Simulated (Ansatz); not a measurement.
Consider the ligand exchange at the In–F bond: `[F][In]([F])[F]` + `C[SeH]` → `C[Se][In]([F])[F]` + H–F.

Isolated molecules relaxed with PBE0-D4/def2-TZVP in Ansatz; ΔE leaves out vibrations. CCSD(T)/CBS is the MP2 limit (def2-TZVPP, def2-QZVPP) plus CCSD(T) − MP2 in def2-TZVPP, frozen cores. This one scheme is used for every species. Functionals use def2-TZVPP. HSE06 is defined as in plane-wave codes. def2 core potentials past Kr. For In, Se outer-core shells are correlated without core-valence functions, which leaves a few kJ/mol of doubt a bond. Scalar relativity is left out up to krypton. Each species was taken in one conformer, which may not be the lowest.

```tsv
level	ΔE (kJ/mol)	difference from CCSD(T)/CBS
revPBE-D4	-76.7	7.3
r2SCAN-D4	-75.9	8.1
B97M-V	-62.2	21.8
HSE06-D4	-86.2	-2.2
ωB97X-V	-67.6	16.4
revPBE	-70.6	13.4
r2SCANh	-77.7	6.3
CAM-B3LYP	-65.6	18.4
LC-ωPBE	-62.3	21.7
MP2/def2-SVP	-58.5	25.5
CCSD/def2-SVP	-59.1	24.9
CCSD(T)/def2-SVP	-60.2	23.8
CCSD/def2-TZVPP	-77.3	6.7
CCSD(T)/def2-TZVPP	-78.5	5.5
SCS-MP2/def2-QZVPP	-77.6	6.4
HF/CBS(def2)	-60.4	23.6
CCSD(T)/CBS	-84.0	0
```

Q: What do rigid-rotor, harmonic-oscillator terms from PBE0-D4/def2-TZVP frequencies (298.15 K, 1 bar) make of the CCSD(T)/CBS value? (Estimate.)

A: The calculation gave: ΔZPE = +3.1 kJ/mol, ΔH = -76.6 kJ/mol, ΔS = 4 J/(mol·K), ΔG = -77.7 kJ/mol. Modes under 50 cm⁻¹ make the entropy rough.

Largest T1 diagnostic among the species: 0.018.

The D4 term adds −8.2 kJ/mol with B3LYP and −4.6 kJ/mol with PBE0; it sums over pairs of atoms, weighted by their polarisabilities, and B3LYP, whose exchange is more repulsive, gets the larger term. From r2SCAN to r2SCAN0 (25 % exact exchange), in def2-TZVPP and without D4, ΔE moves by −6.9 kJ/mol.

B3LYP here is the variant with VWN-RPA as its local correlation; programs differ in this.
